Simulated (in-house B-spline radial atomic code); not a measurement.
## Ni VII (Ni6+): [Ne] 3s2 (3p1/2)1 (3p3/2)4 (3d3/2)3 (3d5/2)1 6s1 (an excited or competing configuration)

Computed with a radial B-spline atomic code at the basis-set limit: Dirac-Hartree-Fock, average of the jj configuration, Fermi nucleus of rms radius 3.7757 fm.

Screening seen three ways: the hydrogenic charge with the same mean radius, Z_r = [3n² - l(l+1)]/(2<r>), the one with the same energy, Z_e = n√(-2ε), and Slater's rules. Values are occupation-weighted means over j.

```tsv
shell	electrons	ε (eV)	<r> (bohr)	Z_r	Z_e	Slater
1s	2	-8559.2	0.05406	27.75	25.08	27.70
2s	2	-1203.4	0.2431	24.68	18.81	23.85
2p	6	-1052.4	0.2146	23.30	17.59	23.85
3s	2	-269.31	0.7007	19.27	13.35	17.10
3p	5	-221.94	0.7186	17.39	12.12	17.10
3d	4	-152.95	0.7249	14.48	10.06	9.95
6s	1	-28.664	5.012	10.77	8.71	7.00
```

The least bound orbital is 6s1/2 at -28.66 eV, and it is also the most diffuse (<r> = 5.012 bohr).

For the 1s electron the small component carries 1.02 % of the norm, the zero-frequency Breit interaction raises the level by 10.56 eV, self-energy by 5.314 eV, and vacuum polarisation lowers it by 0.4728 eV.
